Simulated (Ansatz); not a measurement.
```yaml
crystal:
  periodic: [false, false, false]
  atoms:
    - {symbol: Si, position_ang: [-1.061956, 1.436334, -0.985546]}
    - {symbol: Ge, position_ang: [-0.711418, -0.702028, 0.126775]}
    - {symbol: Si, position_ang: [1.462660, -1.010548, 0.957023]}
    - {symbol: Cl, position_ang: [-0.854008, -2.046106, -1.644799]}
    - {symbol: H, position_ang: [-2.374241, 1.505625, -1.523749]}
    - {symbol: H, position_ang: [-0.914923, 2.560314, 0.121993]}
    - {symbol: H, position_ang: [-0.012855, 1.830008, -2.100504]}
    - {symbol: H, position_ang: [-1.664020, -0.938241, 1.133741]}
    - {symbol: H, position_ang: [2.379580, -0.705956, 0.023517]}
    - {symbol: H, position_ang: [1.621527, -2.242317, 1.619200]}
    - {symbol: H, position_ang: [1.695731, 0.189234, 2.258464]}
basis:
  gaussian: {orbitals: def2-mTZVPP}
hamiltonian: {xc: {name: r2SCANh}, dispersion: d3bjatm}
output: {forces: true}
```

```sh
$ ansatz run in.yaml --threads 4 --pin off --events-out ev --progress --plain --max-ram 10444MiB
```

It prints (some lines left out):

```
Functional definition: r2SCANh
1419 factors; integrals over basis functions are off by at most 1.3e-3 eV
mean field evaluation 1: about -84906.9480 eV, gradient 2.0e1 eV
mean field evaluation 2: about -84906.9936 eV, gradient 2.3e1 eV
mean field evaluation 4: about -84907.7137 eV, gradient 9.9e-1 eV
mean field evaluation 8: about -84907.7197 eV, gradient 1.6e-2 eV
mean field -84907.71969971 eV, -3120.3011464450 hartree, gradient 4.6e-5 eV, S^2 0.000000; 0 other end points of the search recorded, 0 dependent functions left out
reference -84907.71971384 eV, -3120.3011469642 hartree; 42, 42 occupied and 110, 110 virtual orbitals, 1419 factors
Total energy: -84907.81966603 eV, -3120.3048201394 hartree
Atom 0 at    -1.061956     1.436334    -0.985546 Å, force     2.257396     1.261426     0.948801 eV/Å
Atom 1 at    -0.711418    -0.702028     0.126775 Å, force     2.030947     1.155106    -2.835816 eV/Å
Atom 2 at     1.462660    -1.010548     0.957023 Å, force    -1.859134     2.696333     3.952769 eV/Å
Atom 3 at    -0.854008    -2.046106    -1.644799 Å, force    -0.153047     0.010734     0.513245 eV/Å
Atom 4 at    -2.374241     1.505625    -1.523749 Å, force    -1.153296    -0.012179    -0.496341 eV/Å
Atom 5 at    -0.914923     2.560314     0.121993 Å, force    -0.196326    -1.001700    -0.966914 eV/Å
Atom 6 at    -0.012855     1.830008    -2.100504 Å, force    -0.918420    -0.645682     1.028938 eV/Å
Atom 7 at    -1.664020    -0.938241     1.133741 Å, force    -2.144330    -0.733945     1.769751 eV/Å
Atom 8 at     2.379580    -0.705956     0.023517 Å, force     2.342435     0.532436    -2.367591 eV/Å
Atom 9 at     1.621527    -2.242317     1.619200 Å, force     0.253398    -1.466779     0.501274 eV/Å
Atom 10 at     1.695731     0.189234     2.258464 Å, force    -0.459622    -1.795749    -2.048115 eV/Å
Dipole moment:     0.037170     0.153428     0.284479 e Å
```

It took 2.7 s on 4 threads of an Intel Xeon Platinum 8488C on a shared host, with 0.43 GiB of host memory at the peak.
